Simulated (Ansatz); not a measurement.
System: C5H10O, net charge 0, singlet state. SMILES: O=C(CC)CC
Structure (B3LYP-D3(BJ)/def2-TZVP (Ansatz, a program for electronic structure) minimum search):
```
C
O 1 1.2093
C 1 1.5187 2 121.92
H 3 1.0957 1 107.60 2 123.90
H 3 1.0957 4 105.00 1 -114.39
C 1 1.5187 2 121.92 3 180.00
H 6 1.0957 1 107.60 2 123.90
H 6 1.0957 7 105.00 1 -114.39
C 3 1.5209 4 111.14 5 -120.24
H 9 1.0898 3 110.93 4 178.73
H 9 1.0899 10 107.24 3 -121.28
H 9 1.0908 10 108.49 11 -116.99
C 6 1.5209 7 111.14 8 -120.24
H 13 1.0898 6 110.93 7 178.73
H 13 1.0899 14 107.24 6 -121.28
H 13 1.0908 14 108.49 15 -116.99
```
Charge 0, spin multiplicity 1.

Property: vertical triplet-singlet gap (E(triplet) - E(singlet); each state is the SCF solution reached for its spin), in kJ/mol. Correlated levels leave the core frozen unless marked. UHF or UKS for open shells. No spin-orbit coupling. Non-relativistic. CBS marks a two-point X^-3 extrapolation of the correlation energy; Hartree-Fock from the larger set. [CCSD(T)-MP2]/basis is that difference in the basis named.

```json
[
 {"level": "HF/aug-cc-pVQZ", "program": "Ansatz", "vertical triplet-singlet gap (kJ/mol)": "311.7"}
]
```

Question: Predict the RI-MP2/CBS(aug-cc-pVTZ,aug-cc-pVQZ)+[CCSD(T)-MP2]/aug-cc-pVTZ result (Ansatz).

Answer: 415.2 kJ/mol, so HF/aug-cc-pVQZ differs from it by -103.5 kJ/mol.
